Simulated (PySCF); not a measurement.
C4H13NOSi2.
SMILES with atom numbers: `[CH3:1][N:2]([CH3:3])[Si@H:4]1[CH2:5][CH2:6][SiH2:7][O:8]1` (hydrogens: H9, H10, H11 on C1; H12, H13, H14 on C3; H15 on Si4; H16, H17 on C5; H18, H19 on C6; H20, H21 on Si7)

Level of theory: TDDFT CAM-B3LYP/def2-SVPD, vertical, gas phase, core orbitals frozen in the response (PySCF). One conformer (not necessarily the lowest) at the PBE0-D3(BJ)/def2-SVP geometry, without solvent, vibrations or thermal averaging.

```
state  E (eV)  λ (nm)       f   main configurations (H = HOMO, L = LUMO)
   S1    5.98   207.3   0.014                     H→L (67%), H→L+2 (17%)
   S2    6.15   201.7  0.0063      H→L+2 (33%), H→L+1 (30%), H→L+3 (15%)
   S3    6.81   182.0   0.053        H→L+3 (55%), H→L (16%), H→L+5 (10%)
   S4    7.02   176.7  0.0085      H→L+1 (52%), H→L+2 (24%), H→L+4 (10%)
   S5    7.24   171.2  0.0090      H→L+7 (45%), H→L+5 (22%), H→L+3 (11%)
   S6    7.37   168.1  0.0088      H→L+6 (50%), H→L+8 (15%), H→L+4 (11%)
   S7    7.42   167.2   0.071      H→L+5 (32%), H→L+7 (26%), H→L+4 (19%)
   S8    7.58   163.5   0.014  H-1→L+1 (43%), H-2→L+1 (20%), H-1→L (12%)
   S9    7.74   160.2   0.015  H→L+8 (28%), H-2→L+1 (21%), H-3→L+1 (11%)
  S10    7.79   159.2   0.038    H-1→L (22%), H→L+8 (19%), H-3→L+1 (14%)
```

Triplets (Tamm–Dancoff): T1 5.85 eV, H→L (56%), H→L+2 (23%); T2 6.00 eV, H→L+2 (30%), H→L+1 (24%), H→L (16%); T3 6.61 eV, H→L+3 (41%), H→L (19%), H→L+7 (17%); T4 6.88 eV, H→L+1 (42%), H→L+7 (15%), H→L+3 (14%).

The lowest singlet lies at 5.98 eV (207 nm, ultraviolet) and is weak; its leading configuration is HOMO→LUMO (67%). The most intense listed level is S7 at 7.42 eV (167 nm, f = 0.071), 1.44 eV above S1. Löwdin shares by element: HOMO nitrogen 53%, carbon 17% or more, silicon 7% or more (atoms not listed hold the other 22%); LUMO silicon 22%, carbon 18% or more (atoms not listed hold the other 60%). Of the 10 states listed, 6 reach f = 0.01 and none stays under 0.0005. Orbital energies (eV): HOMO-3 -10.09, HOMO-2 -9.88, HOMO-1 -9.61, HOMO -7.69, LUMO 1.16, LUMO+1 1.34, LUMO+2 1.59. The listed states span 1.81 eV, and the widest gap between neighbours is 0.66 eV (S2 to S3). The vertical ionisation energy (ΔSCF) is 8.27 eV, 0.48 eV above S10. Only the lowest 10 singlets were computed, as vertical energies without vibronic structure.

Without π bonds the low states are Rydberg-like; a valence basis with one diffuse set may place them up to an eV too high.
